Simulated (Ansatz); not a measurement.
Born–Oppenheimer molecular dynamics of H₈NOPSi (12 atoms, charge 0, multiplicity 1). It starts at the highest image of a converged band. Of that band: Neighbouring images differ by up to 1.9 eV, so the band resolves the path poorly. A vibrational analysis at the climbing image gives 2 clearly imaginary modes (674i, 70i cm⁻¹): a point of higher order, so a lower path passes nearby.

All numbers below come from RKS PBE0/STO-3G in Ansatz.

| Quantity | Value |
| --- | --- |
| ensemble | NVE (velocity Verlet) |
| time step | 0.5 fs |
| steps asked | 200 |
| starting velocities drawn for | 300 K |
| seed | 2409 |

First frame:

```xyz
12
Properties=species:S:1:pos:R:3
Si -0.711 0.066 0.421
O 0.259 -1.577 0.431
H -1.776 -0.039 -0.566
H -1.381 -0.404 1.626
N -0.189 1.584 1.034
H 0.764 -1.230 -0.488
P 0.902 0.348 -1.419
H -0.340 -2.371 0.213
H 0.190 2.312 0.411
H -0.629 1.987 1.875
H 0.689 -0.637 -2.394
H 2.222 -0.040 -1.143
```

(1) How far do the bonds stretch over the last three quarters of this one trajectory? (Pairs bonded in most of those frames.)

## Answers

(1) 
```csv
bond,mean (Å),spread (Å),shortest,longest
Si1–H3,1.459,0.027,1.42,1.50
Si1–H4,1.450,0.017,1.42,1.48
Si1–N5,1.765,0.039,1.72,1.84
Si1–P7,2.225,0.021,2.19,2.28
O2–H6,1.021,0.016,0.99,1.05
O2–H8,1.021,0.019,0.99,1.06
N5–H9,1.043,0.011,1.02,1.06
N5–H10,1.042,0.013,1.02,1.07
P7–H11,1.409,0.019,1.38,1.44
P7–H12,1.418,0.062,1.32,1.50
```

Mean temperature of the second half: 1176 K. The conserved energy stayed within 0.25 meV per atom of its start (net change 0.17 meV per atom), so the integration is sound. The system heated up, since it started high on the potential surface and ran downhill. A run of 0.1 ps of so small a system gives no equilibrium averages. The orbitals stay closed-shell, which can raise the energy where a bond breaks towards radicals; this wasn't checked here. Limits of this set-up: minimal basis.

Time of the run: 7.3 min on 1 thread of Arm Neoverse V1, with other jobs on the host, peak memory 0.098 GiB.
